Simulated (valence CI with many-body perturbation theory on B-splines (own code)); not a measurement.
# Valence orbitals of V⁹⁺

Level of theory: configuration interaction combined with many-body perturbation theory (CI+MBPT): four valence electrons over a frozen Dirac-Fock core [Ne], radial functions for each j: 11 s, 11 p, 9 d, 7 f, 5 g, 2 h, 1 i, with the one-electron correlation potential Σ1 (screened to all orders), the two-electron term Σ2, the three-electron term Σ3, Breit, model QED; selected single and double excitations, second order for the rest, scaled by the run's own slope (own B-spline code, finite nucleus).

No measured levels were compared; by estimate levels of excited configurations hold to 0.05 to 0.15 % of their energy, terms of the ground configuration to about 0.5 %.

These are the spectroscopic orbitals of the CI (the correlating ones are not listed), shaped by the core and the other valence electrons. h is the expectation value of the core's Dirac-Fock operator, without the valence repulsion; Σ1 is computed up to l = 3 at one energy for each symmetry, that of its lowest orbital but kept below the first core excitation, so for empty shells it is not the orbital's own correlation shift; Breit and QED include the response of the core.

```
Orbital  h (hartree)  Σ1 (cm⁻¹)  Breit (cm⁻¹)  QED (cm⁻¹)  ⟨r⟩ (bohr)
  3s1/2      -12.297      -4700           494         321      0.8452
  4s1/2      -6.3427      -1318           166         109       1.699
  5s1/2      -3.8536       -546          72.6        48.0       2.873
  6s1/2      -2.5904       -284          38.7        25.7       4.337
  3p1/2      -11.255      -5105           750       -31.5      0.8548
  4p1/2      -5.9156      -1445           252       -10.4       1.771
  5p1/2      -3.6476       -631           117        -4.8       2.988
  6p1/2      -2.4751       -336          63.7        -2.6       4.500
  3p3/2      -11.203      -5019           459        -8.8      0.8595
  4p3/2      -5.8958      -1428           153        -2.8       1.778
  5p3/2       -3.638       -625          70.3        -1.3       2.996
  6p3/2      -2.4697       -333          38.3        -0.7       4.510
  3d3/2      -9.7705      -5411           204       -14.2      0.8295
  4d3/2      -5.3466      -1449          73.0        -4.9       1.840
  5d3/2      -3.3754       -647          35.7        -2.4       3.127
  3d5/2      -9.7641      -5363          65.0       -10.0      0.8305
  4d5/2      -5.3438      -1436          23.3        -3.4       1.841
  5d5/2      -3.3739       -641          11.4        -1.6       3.129
  4f5/2      -5.0998       -561           1.4        -0.5       1.716
  5f5/2       -3.253       -305           1.1        -0.3       3.048
  4f7/2      -5.0989       -560          -0.5         0.0       1.717
  5f7/2      -3.2526       -304          -0.4         0.0       3.048
  5g7/2       -3.208                      0.0        -0.1       2.736
  5g9/2      -3.2077                      0.0         0.1       2.736
```

Among the shells of the start configuration 3s2 3p2, Σ1 is largest in size for 3p1/2, where it is 0.21 % of h.

Lowest root of each symmetry, sizes in configuration state functions:

```csv
J,Parity,Roots,Reference,Variational,Second order,Change by selected CI (cm⁻¹),Change by second order (cm⁻¹)
0,even,8,36,20234,168326,-6118,-4
1,even,13,71,40000,430539,-6042,-16
2,even,15,97,39976,642290,-6080,-33
3,even,11,70,39884,743781,-5537,-38
4,even,7,47,39896,689088,-5552,-27
5,even,2,18,32547,578334,-5587,-15
0,odd,3,27,17867,115204,-7200,-7
1,odd,8,72,40015,415462,-6120,-9
2,odd,9,85,39940,547290,-2983,-9
3,odd,5,69,39963,662324,-6088,-32
4,odd,2,42,39978,484286,-9389,-36
```
